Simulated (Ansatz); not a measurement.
CH5NSSi can be A, `CS[Si]N`, or B, `C=N[SiH2]S`.

Gas-phase electronic energies from Ansatz, PBE0-D4/def2-TZVP geometries. CCSD(T)/CBS adds triple-zeta CCSD(T) − MP2 to the extrapolated MP2 energy (def2 sets, frozen cores). DFT in def2-TZVPP. B3LYP here is the variant with VWN-RPA as its local correlation; programs differ in this. Each species was taken in one conformer, which may not be the lowest.

Problem. Which is lower in electronic energy at CCSD(T)/CBS, and by how much? (An estimate is asked.)

Solution. Computed: A, by 12.3 kcal/mol.

Problem. Give E(B) − E(A) in kcal/mol with B3LYP, PBE-D4, r2SCAN-D4, ωB97M-V, B2PLYP, PBE0-D4, BLYP-D4. (Best estimate.)

Solution. Ansatz gave: B3LYP 11.9, PBE-D4 15.7, r2SCAN-D4 12.4, ωB97M-V 14.2, B2PLYP 11.4, PBE0-D4 14.9, BLYP-D4 12.6. None reverses the order clearly.

Problem. Does the order hold for the free energy at 298.15 K (harmonic terms from PBE0-D4)? (An estimate is asked.)

Solution. Computed: Yes: G(B) − G(A) = +7.1 kcal/mol, for one conformer each.

Largest T1 diagnostic: 0.013.

Leaving LDA and LC-ωPBE aside and taking each functional with its dispersion term where it has one, the values, not all of them listed here, spread over 4.9 kcal/mol, from ωB97X-V to PBE-D4. LDA lies +3.8 kcal/mol from PBE without D4. In def2-TZVPP, CCSD(T) changes the Hartree–Fock value by +6.6 kcal/mol (the triples alone add +0.4 kcal/mol) and MP2 by +7.2 kcal/mol.
